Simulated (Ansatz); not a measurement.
Molecule: C2H6BrGa (charge 0, singlet). 
Structure (B3LYP-D3(BJ)/def2-TZVP (Ansatz, an electronic-structure program) minimum search):
```
Ga
C 1 1.9690
H 2 1.0896 1 111.97
H 2 1.0909 3 109.29 1 -121.24
H 2 1.0909 3 109.29 4 -117.52
C 1 1.9690 2 132.81 3 0.00
H 6 1.0896 1 111.97 2 0.00
H 6 1.0909 7 109.29 1 121.24
H 6 1.0909 7 109.29 8 117.52
Br 1 2.3420 2 113.59 3 180.00
```

Dipole moments at this geometry, in debye (magnitudes).

| level | program | dipole (D) |
|---|---|---|
| SVWN5/def2-TZVPD | Ansatz | 2.92 |
| revPBE/def2-TZVPD | Ansatz | 2.90 |
| r2SCAN/def2-TZVPD | Ansatz | 2.97 |
| BHLYP/def2-TZVPD | Ansatz | 3.07 |
| r2SCANh/def2-TZVPD | Ansatz | 2.99 |
| HSE06/def2-TZVPD | Ansatz | (withheld) |
| CAM-B3LYP/def2-TZVPD | Ansatz | 3.04 |
| LC-wPBE/def2-TZVPD | Ansatz | 3.06 |
| CCSD(T)/aug-cc-pVDZ | Ansatz | (withheld) |

**Question.** What belongs in the gaps?

**Answer.** 
- HSE06/def2-TZVPD, dipole (D): 2.99
- CCSD(T)/aug-cc-pVDZ, dipole (D): 2.86
